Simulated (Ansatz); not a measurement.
```yaml
crystal:
  periodic: [false, false, false]
  atoms:
    - {symbol: Si, position_ang: [-0.938652, 1.026599, -0.762934]}
    - {symbol: Ge, position_ang: [0.691251, -0.533782, -0.008899]}
    - {symbol: S, position_ang: [0.189200, -0.967766, 2.122413]}
    - {symbol: H, position_ang: [-2.294381, 0.433586, -0.636721]}
    - {symbol: H, position_ang: [-0.675689, 1.356915, -2.188237]}
    - {symbol: H, position_ang: [-0.859766, 2.265318, 0.052484]}
    - {symbol: H, position_ang: [2.118457, 0.040957, -0.088657]}
    - {symbol: H, position_ang: [0.651751, -1.843982, -0.818531]}
    - {symbol: H, position_ang: [1.206329, -1.824145, 2.311882]}
basis:
  gaussian: {orbitals: cc-pVDZ}
hamiltonian: {xc: {name: HF}}
correlation: {active_space: {window: {electrons: 6, orbitals: 2}}}
scf: {lower_state_search: full}
output: {forces: true}
```

```sh
$ ansatz run in.yaml --threads 2 --pin off --events-out ev --progress --plain --max-ram 4352MiB
```

Output, abridged:

```
Functional definition: HF
962 factors; integrals over basis functions are off by at most 1.1e-3 eV
mean field evaluation 1: about -75246.5480 eV, gradient 1.6e1 eV
mean field evaluation 2: about -75246.5760 eV, gradient 1.6e1 eV
mean field evaluation 4: about -75247.9057 eV, gradient 1.9e0 eV
mean field evaluation 8: about -75247.9249 eV, gradient 3.9e-4 eV
mean field -75247.92490337 eV, -2765.3102353236 hartree, gradient 2.9e-6 eV, S^2 0.000000; 0 other end points of the search recorded, 0 dependent functions left out
reference -75247.92490337 eV, -2765.3102353236 hartree; 34, 34 occupied and 59, 59 virtual orbitals, 962 factors
Error: 6 electrons in 2 orbitals form no window around the highest filled level of the reference
```

In this input the active space doesn't fit the electrons. The run stopped with an error.
